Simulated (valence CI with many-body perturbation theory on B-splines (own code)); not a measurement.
Au⁵⁶⁺: fill in the table

Level of theory: relativistic CI+MBPT: five valence electrons over a frozen Dirac-Fock core [Ar], radial functions for each j: 7 s, 7 p, 8 d, 6 f, 4 g, 1 h, with the one-electron correlation potential Σ1 (screened to all orders), the two-electron term Σ2, the three-electron term Σ3, Breit, model QED; selected single and double excitations, second order for the rest, scaled by the run's own slope (own B-spline code, finite nucleus).

The last digits are not significant, and no measured levels were compared; by estimate large intervals hold to a few tenths of a per cent, small ones and those within an open d or f shell to about a per cent. Excitations out of the core, of the other parity, are not computed and may begin above about 272 eV (a cautious bound); beyond it only levels of the ground parity were kept, without lifetimes. Only levels of the ground parity were solved; by the run's estimate the other parity begins above the list, which can be wrong where configurations are misplaced.

| Level | E (cm⁻¹) |
| --- | --- |
| (3d3/2^4 3d5/2) J=5/2 | 0 |
| (3d3/2^3 3d5/2^2) J=5/2 [a] | 672140 |
| (3d3/2^3 3d5/2^2) J=7/2 [a] | 771420 |
| (3d3/2^3 3d5/2^2) J=11/2 | 780330 |
| (3d3/2^3 3d5/2^2) J=3/2 [a] | ? |
| (3d3/2^3 3d5/2^2) J=9/2 | 832370 |
| (3d3/2^3 3d5/2^2) J=5/2 [b] | 867880 |
| (3d3/2^3 3d5/2^2) J=7/2 [b] | ? |
| (3d3/2^3 3d5/2^2) J=1/2 | 906050 |
| (3d3/2^3 3d5/2^2) J=3/2 [b] | ? |
| (3d3/2^2 3d5/2^3) J=5/2 [a] | 1433400 |
| (3d3/2^2 3d5/2^3) J=7/2 [a] | 1511000 |
| (3d3/2^2 3d5/2^3) J=11/2 | ? |
| (3d3/2^2 3d5/2^3) J=9/2 [a] | ? |
| (3d3/2^2 3d5/2^3) J=13/2 | ? |
| (3d3/2^2 3d5/2^3) J=1/2 [a] | 1578100 |
| (3d3/2^2 3d5/2^3) J=3/2 [a] | 1588000 |
| (3d3/2^2 3d5/2^3) J=5/2 [b] | 1595700 |
| (3d3/2^2 3d5/2^3) J=9/2 [b] | 1641000 |
| (3d3/2^2 3d5/2^3) J=7/2 [b] | 1662200 |

Levels are named by their leading jj configuration (3d3/2^4 stands for four electrons in 3d with j = 3/2), which in mixed levels can hold well under half, so a name can repeat and another be missing. Letters in brackets count levels of one name in rising energy.

Question: The levels stand in rising order. What does the calculation give for the missing energies?

Answer: (3d3/2^3 3d5/2^2) J=3/2 [a] 789970; (3d3/2^3 3d5/2^2) J=7/2 [b] 905350; (3d3/2^3 3d5/2^2) J=3/2 [b] 1064900; (3d3/2^2 3d5/2^3) J=11/2 1511900; (3d3/2^2 3d5/2^3) J=9/2 [a] 1530400; (3d3/2^2 3d5/2^3) J=13/2 1554200.
